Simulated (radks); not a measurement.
The mean radii <r> (bohr) of the occupied orbitals of an atom or ion are listed with their occupations. All-electron calculation, scalar-relativistic Kohn-Sham, r2SCAN, spin-polarised, spherical densities, finite nucleus; meta-GGA in the generalised Kohn-Sham scheme; Fermi nuclear charge, rms radius of each element as measured or else 0.836 A^(1/3) + 0.57 fm. Program: a radial shooting solver on a logarithmic mesh with Libxc functionals.

| orbital | occ. | <r> |
|---|---|---|
| 1s down | 1 | 0.01835 |
| 1s up | 1 | 0.01835 |
| 2s up | 1 | 0.07756 |
| 2s down | 1 | 0.07755 |
| 2p up | 3 | 0.06944 |
| 2p down | 3 | 0.06944 |
| 3s up | 1 | 0.2008 |
| 3s down | 1 | 0.2006 |
| 3p up | 3 | 0.2011 |
| 3p down | 3 | 0.2008 |
| 3d up | 5 | 0.1823 |
| 3d down | 5 | 0.1820 |
| 4s up | 1 | 0.4418 |
| 4s down | 1 | 0.4425 |
| 4p up | 3 | 0.4653 |
| 4p down | 3 | 0.4662 |
| 4d up | 5 | 0.4862 |
| 4d down | 5 | 0.4876 |
| 4f up | 7 | 0.4999 |
| 4f down | 2 | 0.5031 |

Name the element and its charge. Open shells, if any, are filled with parallel spins first.

Answer. Z = 74, tungsten, charge +19: W19+ in [Kr] 4d10 4f9. The 1s radius gives Z: for a bare nucleus <r> = (2 gamma + 1)/(2Z) with gamma = sqrt(1 - (Z/c)^2), 0.01813 bohr for Z = 74, and screening makes it slightly larger (0.01835 here). The occupations add up to 55, and the charge is Z minus that.
